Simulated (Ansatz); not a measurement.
Correlation energies of CH7NOSi2, SMILES `C=N[SiH2]O[SiH3]` by basis set

```xyz
12

C    -0.242   -1.668   -1.657
N     0.715   -1.750   -0.846
Si    0.960   -0.789    0.568
O    -0.220    0.318    0.817
Si   -0.667    1.889    0.780
H    -0.291   -2.337   -2.524
H    -1.071   -0.950   -1.563
H     0.985   -1.714    1.722
H     2.261   -0.097    0.400
H    -1.761    2.058   -0.211
H    -1.152    2.295    2.122
H     0.484    2.745    0.391
```

Charge 0, multiplicity 1. The geometry is a stationary point of PBE0-D4/def2-TZVP. It is one conformer, not always the lowest. Frozen core, restricted reference, Ansatz 0.2.0. CBS rows extrapolate triple and quadruple zeta; past MP2 they add the triple-zeta difference.

```tsv
basis	HF (Eh)	MP2 corr.	CCSD corr.	(T)	CCSD(T) total
def2-SVP	?	-0.66750	?	?	?
def2-TZVPP	-749.31213	-0.83671	-0.88531	-0.03430	-750.23174
def2-QZVPP	?	-0.89887	–	–	–
CBS(def2)	-749.34335	-0.94491	-0.99351	as TZ	-750.37116
```

(1) Fill in the withheld values. (An estimate is asked.)

## Answers

(1) Ansatz gave: def2-SVP HF (Eh): -748.88681; def2-SVP CCSD corr.: -0.72418; def2-SVP (T): -0.02028; def2-SVP CCSD(T) total: -749.63127; def2-QZVPP HF (Eh): -749.33957.
